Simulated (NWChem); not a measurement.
Basis-set convergence for FISn

```xyz
3

Sn    -0.9356    -0.8988     0.0000
F      0.3601    -2.3749     0.0000
I      0.8215     1.2512     0.0000
```
Charge 0, spin multiplicity 1.

Everything below was run with NWChem. Structure: optimised with B3LYP/def2-SVP with def2 effective core potentials on Sn, I, a minimum by its harmonic frequencies.

Quantity: LUMO energy at the level PBE.

Effective core potentials replace the inner electrons of Sn, I; spin-orbit coupling is left out. The structure started from a generated list of species.

The cost column gives rough processor time relative to def2-SVP; each entry includes its own SCF.

```csv
basis,functions,LUMO energy (eV),relative cost
def2-SVP,66,…,1
def2-SVPD,90,-3.88,under 3
def2-TZVPP,131,-3.78,3
def2-TZVP,131,-3.78,3
def2-TZVPD,155,…,5
def2-QZVP,221,…,40
```

Question: Complete the blanks.

Answer: 
- def2-SVP, LUMO energy (eV): -3.68
- def2-TZVPD, LUMO energy (eV): -3.83
- def2-QZVP, LUMO energy (eV): -3.81
